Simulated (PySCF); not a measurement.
Isomers of C4H7FO2Si, mass 134.020 u with the commonest isotopes. The calculation used CAM-B3LYP/def2-SVPD in PySCF (dipole) on a GFN2-xTB geometry, gas phase. One conformer each, none proved a minimum here; rigid rotors.

Problem. Order these by radius of gyration √(Σ m r²/M), largest first.
A. `[CH3:1][C:2]1=[C:3]([F:4])[CH2:5][O:6][SiH2:7][O:8]1` with C2–C3–C5–O6 19°, C3–C5–O6–Si7 -30°, C5–O6–Si7–O8 22°, O6–Si7–O8–C2 0°
B. `[CH3:1][O:2][C:3]1=[CH:4][Si@H:5]([F:6])[CH2:7][O:8]1` with C1–O2–C3–C4 178°
C. `[CH2:1]=[CH:2][CH2:3][O:4][C:5](=[O:6])[SiH2:7][F:8]` with C1–C2–C3–O4 126°, C2–C3–O4–C5 -85°, C3–O4–C5–O6 0°, O4–C5–Si7–F8 55°
D. `[CH3:1][O:2][C@@:3]1([F:4])[SiH2:5][C@H:6]1[CH:7]=[O:8]` with C1–O2–C3–F4 65°, Si5–C6–C7–O8 30°
E. `[CH3:1][O:2][C@@:3]1([F:4])[SiH2:5][C@@H:6]1[CH:7]=[O:8]` with C1–O2–C3–F4 64°, Si5–C6–C7–O8 124°

Solution. C (2.306 Å), B (2.108 Å), E (2.010 Å), A (1.921 Å), D (1.870 Å).

Problem. Order these by out-of-plane moment Σ m c² = (Ia + Ib − Ic)/2, smallest first.
A. `[CH3:1][O:2][C@@:3]1([F:4])[SiH2:5][C@@H:6]1[CH:7]=[O:8]` with C1–O2–C3–F4 64°, Si5–C6–C7–O8 124°
B. `[CH3:1][C:2]1=[C:3]([F:4])[CH2:5][O:6][SiH2:7][O:8]1` with C2–C3–C5–O6 19°, C3–C5–O6–Si7 -30°, C5–O6–Si7–O8 22°, O6–Si7–O8–C2 0°
C. `[CH3:1][O:2][C@@:3]1([F:4])[SiH2:5][C@H:6]1[CH:7]=[O:8]` with C1–O2–C3–F4 65°, Si5–C6–C7–O8 30°
D. `[CH3:1][O:2][C:3]1=[CH:4][Si@H:5]([F:6])[CH2:7][O:8]1` with C1–O2–C3–C4 178°
E. `[CH2:1]=[CH:2][CH2:3][O:4][C:5](=[O:6])[SiH2:7][F:8]` with C1–C2–C3–O4 126°, C2–C3–O4–C5 -85°, C3–O4–C5–O6 0°, O4–C5–Si7–F8 55°
F. `[O:1]=[C:2]([OH:3])[C@@H:4]1[CH2:5][SiH2:6][C@@H:7]1[F:8]` with O1–C2–O3–H -4°, O1–C2–C4–C5 -129°, C2–C4–C5–Si6 -95°, C4–C5–Si6–C7 -16°, C5–Si6–C7–F8 134°, C2–C4–C7–Si6 96°

Solution. B (7.75 u·Å²), D (24.74 u·Å²), E (34.26 u·Å²), C (55.37 u·Å²), A (67.71 u·Å²), F (68.56 u·Å²).

Problem. Order these by rotational constant B, smallest first.
A. `[CH3:1][C:2]1=[C:3]([F:4])[CH2:5][O:6][SiH2:7][O:8]1` with C2–C3–C5–O6 19°, C3–C5–O6–Si7 -30°, C5–O6–Si7–O8 22°, O6–Si7–O8–C2 0°
B. `[CH3:1][O:2][C@@:3]1([F:4])[SiH2:5][C@H:6]1[CH:7]=[O:8]` with C1–O2–C3–F4 65°, Si5–C6–C7–O8 30°
C. `[CH3:1][O:2][C:3]1=[CH:4][Si@H:5]([F:6])[CH2:7][O:8]1` with C1–O2–C3–C4 178°
D. `[O:1]=[C:2]([OH:3])[C@@H:4]1[CH2:5][SiH2:6][C@@H:7]1[F:8]` with O1–C2–O3–H -4°, O1–C2–C4–C5 -129°, C2–C4–C5–Si6 -95°, C4–C5–Si6–C7 -16°, C5–Si6–C7–F8 134°, C2–C4–C7–Si6 96°
E. `[CH2:1]=[CH:2][CH2:3][O:4][C:5](=[O:6])[SiH2:7][F:8]` with C1–C2–C3–O4 126°, C2–C3–O4–C5 -85°, C3–O4–C5–O6 0°, O4–C5–Si7–F8 55°
F. `[CH3:1][O:2][C@@:3]1([F:4])[SiH2:5][C@@H:6]1[CH:7]=[O:8]` with C1–O2–C3–F4 64°, Si5–C6–C7–O8 124°

Solution. E (804.0 MHz), C (989.3 MHz), F (1378 MHz), D (1498 MHz), A (1595 MHz), B (1849 MHz).

```csv
SMILES,point group,Ia (u·Å²),Ib (u·Å²),Ic (u·Å²),κ,μa (D),μb (D),μc (D)
C=CCOC(=O)[SiH2]F,C1,118.22,628.56,678.26,-0.97,1.16,0.51,1.31
CC1=C(F)CO[SiH2]O1,C1,185.75,316.80,487.06,-0.34,0.48,0.52,0.36
CO[C@@]1(F)[SiH2][C@@H]1C=O,C1,242.53,366.65,473.76,-0.39,2.15,2.09,0.76
CO[C@@]1(F)[SiH2][C@H]1C=O,C1,250.78,273.25,413.29,0.58,0.38,1.18,1.63
COC1=C[Si@H](F)CO1,C1,109.46,510.86,570.82,-0.94,1.99,1.57,0.88
O=C(O)[C@@H]1C[SiH2][C@@H]1F,C1,194.16,337.45,394.50,-0.67,2.53,1.77,0.35
```
